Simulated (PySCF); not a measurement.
Radial density of Fe+ (iron, charge +1)

LDA, [Ar] 3d6 4s1, high-spin 6D determinant. All numbers are calculated (PySCF 2.14, no relativity, point nucleus, in cc-pVTZ (7s6p4d2f1g, 68 functions)).

```json
{"r (bohr)": "0.00104", "4πr²ρ (e/bohr)": "0.1525", "4πr²(ρα − ρβ)": "0.0001"}
{"r (bohr)": "0.00175", "4πr²ρ (e/bohr)": "0.4159", "4πr²(ρα − ρβ)": "0.0002"}
{"r (bohr)": "0.00294", "4πr²ρ (e/bohr)": "1.106", "4πr²(ρα − ρβ)": "0.0006"}
{"r (bohr)": "0.00494", "4πr²ρ (e/bohr)": "2.821", "4πr²(ρα − ρβ)": "0.0015"}
{"r (bohr)": "0.00830", "4πr²ρ (e/bohr)": "6.701", "4πr²(ρα − ρβ)": "0.0035"}
{"r (bohr)": "0.0140", "4πr²ρ (e/bohr)": "14.14", "4πr²(ρα − ρβ)": "0.0072"}
{"r (bohr)": "0.0235", "4πr²ρ (e/bohr)": "24.53", "4πr²(ρα − ρβ)": "0.0115"}
{"r (bohr)": "0.0395", "4πr²ρ (e/bohr)": "31.11", "4πr²(ρα − ρβ)": "0.0112"}
{"r (bohr)": "0.0665", "4πr²ρ (e/bohr)": "26.76", "4πr²(ρα − ρβ)": "0.0058"}
{"r (bohr)": "0.112", "4πr²ρ (e/bohr)": "25.88", "4πr²(ρα − ρβ)": "0.0482"}
{"r (bohr)": "0.188", "4πr²ρ (e/bohr)": "34.77", "4πr²(ρα − ρβ)": "0.3040"}
{"r (bohr)": "0.316", "4πr²ρ (e/bohr)": "20.13", "4πr²(ρα − ρβ)": "1.2888"}
{"r (bohr)": "0.532", "4πr²ρ (e/bohr)": "14.33", "4πr²(ρα − ρβ)": "3.2749"}
{"r (bohr)": "0.895", "4πr²ρ (e/bohr)": "14.04", "4πr²(ρα − ρβ)": "3.2673"}
{"r (bohr)": "1.51", "4πr²ρ (e/bohr)": "3.720", "4πr²(ρα − ρβ)": "1.5510"}
{"r (bohr)": "2.53", "4πr²ρ (e/bohr)": "0.8460", "4πr²(ρα − ρβ)": "0.6700"}
{"r (bohr)": "4.26", "4πr²ρ (e/bohr)": "0.1050", "4πr²(ρα − ρβ)": "0.0978"}
{"r (bohr)": "7.16", "4πr²ρ (e/bohr)": "0.001344", "4πr²(ρα − ρβ)": "0.0013"}
```
